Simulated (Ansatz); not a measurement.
Coupled-cluster diagnostics for the cluster SiPt2, Ansatz.

Geometry of the singlet (PBE0-D4/def2-TZVP):

| atom | x (Å) | y (Å) | z (Å) |
| --- | --- | --- | --- |
| Pt1 | 1.1904 | 0.6909 | 0.1796 |
| Pt2 | -0.9058 | -0.4051 | 0.9706 |
| Si3 | -0.2846 | -0.2858 | -1.1502 |

In the def2 sets Pt takes a core potential; there is no spin–orbit coupling. Correlated methods freeze 5 core orbitals; core or outer-core shells of Pt are correlated, in sets that lack core-valence functions. Another isomer (singlet) lies 0.31 eV lower at PBE0-D4/def2-TZVP; other spin states weren't run for this one.

(1) Estimate the CCSD(T) correlation energy, the shares of MP2 and (T), T1 and the reference's ⟨S²⟩ for: charge 0, singlet, own geometry in def2-TZVPP; and the rough time on 4 threads of Arm Neoverse V1 on a shared host.

Answers

(1) 
| state | basis | correlation (eV) | MP2 share (%) | (T) share (%) | T1 | ⟨S²⟩ (pure) | wall time | remarks |
| --- | --- | --- | --- | --- | --- | --- | --- | --- |
| charge 0, singlet, own geometry | def2-TZVPP | -36.630 | 104.8 | 5.5 | 0.033 | 0.00 (0.00) | 24 s | restricted SCF unstable |
Customary marks for T1 are 0.02 (closed shells), 0.045 (open shells) and about 0.05 (3d metals). T1 exceeds 0.02 in 1 of 1 rows and 0.045 in 0; the higher it lies, the less the single-reference result can be trusted.
